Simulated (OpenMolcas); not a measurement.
Se⁵⁺: effect of the basis set

* Program: OpenMolcas 26.06
* Method: SS-CASPT2, IPEA 0.25 Eh, imaginary shift 0.1 Eh (closed shells correlated: 3d)
* Active space: 1 electron in 4 orbitals (4s 4p)
* State averaging: 2S+1 = 2 even, 1 root; 2S+1 = 2 odd, 3 roots
* Spin-orbit coupling: RASSI with atomic mean-field integrals over the reference wave functions, term energies averaged over their components

A. ANO-RCC-VDZP [5s4p2d], DKH2, point nucleus; CASPT2 step of the order of 0.5 core-seconds
B. ANO-R1 [5s4p3d1f], X2C, finite nucleus; CASPT2 step roughly 0.6 core-seconds
C. ANO-RCC-VTZP [6s5p3d1f], DKH2, point nucleus; CASPT2 step roughly 0.9 core-seconds
D. ANO-RCC-VQZP [7s6p4d2f1g], DKH2, point nucleus; CASPT2 step roughly 0.8 core-seconds
E. ANO-R2 [6s6p4d3f1g], X2C, finite nucleus; CASPT2 step of the order of 1 core-seconds
F. ANO-R3 [7s6p5d4f2g], X2C, finite nucleus; CASPT2 step about 2.8 core-seconds

Energies in cm⁻¹ above 4s ²S_1/2, the measured ground level; measured values from Moore, Atomic Energy Levels, vol. II, NSRDS-NBS 35 (1971 reprint of NBS Circular 467, 1952).

```tsv
Level	A	B	C	D	E	F	Measured
4s ²S_1/2	0.0	0.0	0.0	0.0	0.0	0.0	0.0
4p ²P°_1/2	118745	103562	111925	112039	111842	113722	112762
4p ²P°_3/2	122438	108388	116836	116980	116702	118581	118462
```

Deviations, from unrounded energies. A percentage is the sum of absolute deviations over the sum of measured energies, with the sign that they share, or ± where signs differ.

```
           Against measurement  Levels     A     B     C     D     E     F
mean absolute deviation (cm-1)       2  5000  9600  1200  1100  1300   540
      other configurations (%)       2  +4.3  -8.3  -1.1  -1.0  -1.2  +0.5
```

F lies closest to measurement on these levels and B furthest from it. The largest miss of F in the table is 4p ²P°_1/2, by +960 cm-1. The ranking rests on the paired levels alone, and a cruder setting can come out closer through cancelling errors.

Among A to F the level of the table that moves most is 4p ²P°_1/2, by 15000 cm-1 (lowest in B, highest in A).

With one active electron, CASPT2 adds the correlation within the correlated inactive shells and between them and that electron, and leaves the splitting within a term as the reference gives it. The basis is small and was not contracted for so high a charge (holds for A; B). Computed and measured levels are paired by configuration, term and J; levels that our copy of the source lacks, or whose pairing is in doubt (as where it misses far off the trend of its configuration), stay unpaired and out of the deviations. Only configurations of the active space appear.

° marks odd parity.
